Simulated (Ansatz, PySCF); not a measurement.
Lewis adduct: C2H5Ga (SMILES C=[CH][GaH2]) (first 8 atoms) with H2O (SMILES O); geometry from B3LYP-D3(BJ)/def2-TZVP, rigid monomers moved along the line of their centres of mass till Ga3···O9 is 2.03 Å.
(charge 0, multiplicity 1):
```xyz
11

C     -2.098     0.726     0.840
C     -0.801     0.968     0.638
Ga     0.586    -0.448     0.787
H     -2.467    -0.276     1.048
H     -2.859     1.501     0.791
H     -0.523     1.998     0.416
H      0.043    -1.934     0.807
H      2.090    -0.136     0.463
O      0.545    -0.210     2.803
H     -0.279     0.283     2.929
H      0.432    -1.062     3.244
```

Counterpoise-corrected where a basis set is named; no monomer relaxation. Rows marked so take none.

Rows in 3-21G, 6-31G* carry no dispersion term and start afresh at each structure (6-31G* with six Cartesian d functions); the Pople sets are all-electron and without relativity.

Run with Ansatz (an electronic-structure program); PySCF for 3-21G rows, 6-31G* rows, the dispersion terms. Values without a source in brackets are computed.

Task: One of these levels gives -45.7 kJ/mol for the interaction energy. Which one is it?
A) PBE-D3(BJ)/def2-TZVPPD
B) r2SCAN-D3(BJ)/def2-TZVPPD
C) HF/3-21G (no counterpoise)
D) HF/6-31G*

Result: A, PBE-D3(BJ)/def2-TZVPPD. The others give -123.7 (HF/3-21G (no counterpoise)), -31.9 (HF/6-31G*), -59.3 (r2SCAN-D3(BJ)/def2-TZVPPD)
